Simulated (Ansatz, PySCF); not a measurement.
Complex: BH3O (SMILES BO) (first 5 atoms) with BH3O (SMILES BO); geometry from B3LYP-D3(BJ)/def2-TZVP.
(charge 0, multiplicity 1):
```xyz
10

B     -0.7825     0.0336    -0.5596
O     -0.0546     0.1073     0.5840
H     -1.9254    -0.2731    -0.4420
H     -0.2691     0.2711    -1.6105
H      0.8693     0.3572     0.4669
B      0.8652    -0.0103     3.8609
O     -0.3659    -0.2658     3.3886
H      1.0431    -0.0901     5.0383
H      1.7561     0.2898     3.1098
H     -0.4293    -0.1800     2.4224
```

Basis-set superposition error: the interaction energy with monomers in their own basis, and in the dimer's basis (counterpoise).

The values were computed with Ansatz (Gaussian orbitals); PySCF for 6-31G* rows, M06-2X. Values without a source in brackets are computed.

```csv
level,uncorrected (kcal/mol),counterpoise (kcal/mol),difference
HF/6-31G*,-5.29,-4.30,1.00
B97M-V/def2-TZVPPD,-5.56,-5.52,0.04
B3LYP/def2-TZVPPD,-4.56,-4.50,0.06
BHLYP/def2-TZVPPD,-5.14,-5.10,0.05
M06-2X/def2-TZVPPD,-5.57,-5.51,0.06
wB97M-V/def2-TZVPPD,-5.56,-5.51,0.05
B2PLYP/def2-TZVPPD,-5.11,-4.92,0.19
MP2/6-31G*,-7.15,-5.15,2.00
SCS-MP2/aug-cc-pVDZ,-5.47,-4.26,1.21
CCSD(T)/aug-cc-pVDZ,-6.09,-4.85,1.24
```

The error is largest for MP2/6-31G* (2.00 kcal/mol) and smallest for B97M-V/def2-TZVPPD (0.04 kcal/mol).

Ansatz is a quantum-chemistry and plane-wave program.
